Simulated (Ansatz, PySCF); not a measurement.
CH6Cl2OSi2, SMILES C[Si](Cl)(Cl)O[SiH3]. Atoms are numbered in the order given.

```xyz
12

C      1.9235    -1.4683    -0.3809
Si     0.5036    -0.3659     0.0550
Cl     0.9641     1.6168    -0.3475
Cl     0.0647    -0.5069     2.0753
O     -0.8343    -0.7702    -0.8028
Si    -2.3854    -0.2301    -1.1326
H      1.6653    -2.5163    -0.1631
H      2.8164    -1.1957     0.2011
H      2.1566    -1.3754    -1.4528
H     -2.9025     0.5622     0.0170
H     -2.3638     0.6126    -2.3585
H     -3.2404    -1.4248    -1.3563
```
Charge 0, spin multiplicity 1.

Geometry optimised at B3LYP-D3(BJ)/def2-SVP. One conformer was computed; it need not be the lowest.

Two levels are set side by side: PBE-D3(BJ)/def2-SVP (Ansatz, a first-principles code) and B3LYP-D3(BJ)/def2-SVP (Ansatz). Each level has its own optimised geometry; the coordinates shown are those of the second. Frequencies come from the Hessian of PySCF at each geometry. Differences are taken from unrounded values.

| quantity | B3LYP-D3(BJ) | PBE-D3(BJ) | PBE-D3(BJ) minus B3LYP-D3(BJ) |
|---|---|---|---|
| mean bond length (Å) | 1.552 | 1.562 | 0.010 |
| bond C1–Si2 (Å) | 1.850 | 1.856 | 0.006 |
| bond Si2–Cl3 (Å) | 2.075 | 2.081 | 0.006 |
| bond Si2–Cl4 (Å) | 2.072 | 2.077 | 0.005 |
| bond Si2–O5 (Å) | 1.640 | 1.655 | 0.016 |
| bond O5–Si6 (Å) | 1.675 | 1.690 | 0.015 |
| bond C1–H7 (Å) | 1.101 | 1.108 | 0.007 |
| bond C1–H8 (Å) | 1.100 | 1.107 | 0.007 |
| bond C1–H9 (Å) | 1.101 | 1.108 | 0.007 |
| bond Si6–H10 (Å) | 1.489 | 1.503 | 0.014 |
| bond Si6–H11 (Å) | 1.488 | 1.501 | 0.014 |
| bond Si6–H12 (Å) | 1.486 | 1.499 | 0.013 |
| highest harmonic wavenumber (cm⁻¹) | 3146 | 3100 | -46 |
| mean harmonic wavenumber (cm⁻¹) | 1037 | 1008 | -29 |
| zero-point energy (kcal/mol) | 44.49 | 43.24 | -1.25 |

Exact exchange shortens and stiffens bonds; PBE has none. Differences between two approximate levels are no errors against the true value.
